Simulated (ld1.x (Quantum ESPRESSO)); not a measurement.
Configuration tests for Ni (Z = 28) (RRKJ)

* Element: nickel (Ni)
* Generator: ld1.x (Quantum ESPRESSO) 7.5
* Type: norm-conserving RRKJ (Kleinman–Bylander form)
* Functional: PBE
* Relativity: scalar-relativistic
* Frozen core: [Ar]
* Valence charge: 10
* Reference configuration: 3d8 4s0 4p0 (charge +2)
* Partial waves: 4s (bound, empty): rc 1.75 bohr; 4p (bound, empty): rc 1.70 bohr; 3d (bound): rc 1.70 bohr
* Local potential: all-electron potential smoothed inside 1.30 bohr (lloc = -2)
* Core correction: Bessel-smoothed model core inside 1.45 bohr

Energies are relative to the spin-unpolarised reference configuration 3d8 4s0 4p0; without spin polarisation the order of configurations can differ from experiment. Not all tests gave a result: 4 of 7 tests not solved or not reliable. Left out of the table: 3d8 4s2 4p0 (solver errors, printed error -954 eV); 3d8 4s1 4p0 (solver errors, printed error -809 eV); 3d7 4s2 4p1 (solver errors, printed error -926 eV); 3d8 4s1.5 4p0 (solver errors, printed error -932 eV). The frozen-core shift is the all-electron ΔE with the core orbitals held at their reference shape minus the fully relaxed ΔE.

```
valence configuration  charge  ΔE all-electron (eV)  error AE − PS (meV)  frozen-core shift (meV)
          3d7 4s0 4p0      +3                37.467                  -63                     +226
          3d8 4s0 4p1      +1               -11.667                 +1.9                     -0.5
          3d9 4s0 4p0      +1               -20.355                  -75                      +81
```

Levels in the configuration 3d7 4s0 4p0:

| level | all-electron (eV) | pseudo (eV) |
| --- | --- | --- |
| 3d | -47.063 | -47.147 |

A variational frozen-core shift is positive and of second order in the change. This column holds negative values, so the frozen-core run of ld1.x carries numerical noise or an error of first order here, and the column gives no more than the rough size of the effect.
